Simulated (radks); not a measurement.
Results of a calculation; reference values are marked as such.
Question: Radial electron density D(r) = 4 pi r^2 rho(r) of an atom or ion with 5 electrons. Level of theory: scalar-relativistic Kohn-Sham, PBE, spin-polarised, spherical densities, finite nucleus; Fermi nuclear charge, rms radius of each element as measured or else 0.836 A^(1/3) + 0.57 fm (a radial shooting solver on a logarithmic mesh with Libxc functionals).

r (bohr)  D(r) (e/bohr)   spin D(r)
0.006908         0.1733  -0.0000225
0.008437         0.2521  -0.0000321
0.01031          0.3648  -0.0000449
0.01259          0.5243  -0.0000612
0.01537          0.7474  -0.0000800
0.01878           1.055  -0.0000970
0.02293           1.472   -0.000101
0.02801           2.022  -0.0000636
0.03421           2.730   0.0000750
0.04179           3.607    0.000443
0.05104           4.639     0.00130
0.06234           5.778     0.00314
0.07614           6.919     0.00690
0.093             7.899      0.0143
0.1136            8.512      0.0281
0.1387            8.553      0.0530
0.1695            7.905      0.0955
0.207             6.627       0.164
0.2528            5.006       0.268
0.3088            3.500       0.413
0.3771            2.550       0.595
0.457             2.345       0.789
0.5582            2.702       0.967
0.6817            3.167        1.05
0.8327            3.236       0.992
1.017             2.702       0.787
1.242             1.783       0.508
1.517            0.9005       0.258
1.853            0.3353      0.0990
2.263           0.08696      0.0275
2.765           0.01454     0.00510
3.377          0.001437    0.000576

What is the nuclear charge?

Answer: Z = 8. The innermost maximum, from 1s, lies near gamma/Z bohr with gamma = sqrt(1 - (Z/c)^2) = 0.998, here 0.125 bohr (found: 0.127), and its height grows with Z. The density is that of the oxygen ion O3+ in [He] 2s2 2p1; the configuration itself is not fixed sharply by these data. D(r) has 2 maxima, at r = 0.127, 0.775 bohr, and minima at 0.439 bohr, inside which lie 2.14 electrons.
